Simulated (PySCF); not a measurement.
Species: C₂H₆BI₃S.
SMILES with atom numbers: `[CH3:1][S+:2]([CH3:3])[B-:4]([I:5])([I:6])[I:7]` (hydrogens: H8, H9, H10 on C1; H11, H12, H13 on C3)

Computed, not measured: PBE0-D3(BJ)/def2-SVP geometry optimisation, gas phase, def2 core potentials past Kr in PySCF.

**Question.** Give the optimised bond lengths and angles.

**Answer.** 
```csv
bond,length (Å),order
"C1–S2, S2–C3",1.801,single
S2–B4,1.968,single
"B4–I5, B4–I6, B4–I7",2.219,single
C1–H8 and 5 like bonds,1.098,single
```

Bonds in one row agree within 0.01 Å and their mean is given. Orders are formal, as drawn. A selection of angles:
```csv
angle,degrees
S2–C1–H8,106.6
S2–C1–H10,109.7
H8–C1–H9,110.3
H9–C1–H10,111.8
C1–S2–C3,100.6
C1–S2–B4,105.7
S2–B4–I5,103.1
S2–B4–I6,110.7
I5–B4–I6,113.0
```

Torsions: C1–S2–B4–I5 68° (synclinal).

S2 (sulfur bonded to B and 2 C) is pyramidal (angles 105.7°, 105.7° and 100.6°, sum 312.0°, 0.77 Å off the plane of its three neighbours). Of the pairs four or more bonds apart, I6···H10 is among the closest relative to their van der Waals radii: 3.04 Å, 96 % of the sum of Bondi's values. All 3 B–I bonds measure 2.218 to 2.220 Å. B4 (four-coordinate boron) is distorted tetrahedral (angles from 103.1° to 113.1°).

Point group: Cs (tolerance 0.08 Å). Stationary, but not proved a minimum.

On Arm Neoverse V2, one thread, no GPU, shared host with 32 logical CPUs at a one-minute load of 18, this took 3.7 min wall and 0.83 GiB of memory at its peak. This is the geometry optimisation.
